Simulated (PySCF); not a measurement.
## I²⁺: excitation energy

I²⁺ [Kr] 4d10 5s2 5p3 (4S) → I²⁺ [Kr] 4d10 5s2 5p2 6s1 (4P), as a difference of total energies. Calculation: PySCF 2.14, in aug-cc-pwCVTZ-DK3 with one added diffuse shell each of s, p, d, f type (11s10p8d5f1g, 125 functions); the spin-free X2C one-electron Hamiltonian (Gaussian nucleus). Correlated levels: valence: [Kr] 4d10 frozen; valence and next inner shell: [Ar] 3d10 frozen. The calculations carry no spin-orbit coupling.

| method | excitation energy (eV) |
| --- | --- |
| UHF | 15.219 |
| LDA | 14.862 |
| PBE | 14.793 |
| PBE0 | 15.063 |
| r2SCAN | 15.495 |
| TPSSh | 15.183 |
| B97-3 | 15.121 |
| LC-wPBE | 15.352 |
| MP2 (valence) | 15.210 |
| SCS-MP2 (valence) | 15.209 |
| MP2 (valence and next inner shell) | 15.251 |
| SCS-MP2 (valence and next inner shell) | 15.218 |

Problem. How much does correlation contribute at MP2 (valence and next inner shell)?

Solution. 15.251 − (15.219) = 0.032 eV, measured against UHF.

A first-order spin-orbit estimate (lowest level to lowest level, LS coupling) adds -0.665 eV.

The promoted electron is Rydberg-like, and one or two diffuse shells describe it only roughly, which tends to raise the upper state.
